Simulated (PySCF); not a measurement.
## Ionisation energy of Mo⁴⁰⁺ by level of theory

Mo⁴⁰⁺ 1s2 (1S) → Mo⁴¹⁺ 1s1 (2S), as a difference of total energies. All numbers are calculated (PySCF 2.14, the non-relativistic Hamiltonian (point nucleus), in an uncontracted even-tempered set (15 s from 69 bohr⁻², ratio 2.2; 7 p from 100 bohr⁻², ratio 2.4; 4 d from 310 bohr⁻², ratio 2.4; 3 f from 470 bohr⁻², ratio 2.4; 3 g from 700 bohr⁻², ratio 2.4)). Correlated levels: nothing frozen; virtual orbitals above 40 to 60 times the deepest correlated orbital energy dropped. The calculations carry no spin-orbit coupling.

```json
{"method": "UHF", "ionisation energy (eV)": "23289.2", "difference from reference (eV)": "-521.5"}
{"method": "MP2 (all electrons)", "ionisation energy (eV)": "23290.4", "difference from reference (eV)": "-520.3"}
{"method": "SCS-MP2 (all electrons)", "ionisation energy (eV)": "23290.6", "difference from reference (eV)": "-520.1"}
{"method": "CCSD (all electrons)", "ionisation energy (eV)": "23290.4", "difference from reference (eV)": "-520.3"}
```

Reference: 23810.7 eV (theoretical estimate listed by NIST; NIST Atomic Spectra Database, ionization energies).

The gap to the reference is mostly relativistic.

With two correlated electrons CCSD is exact in that space.
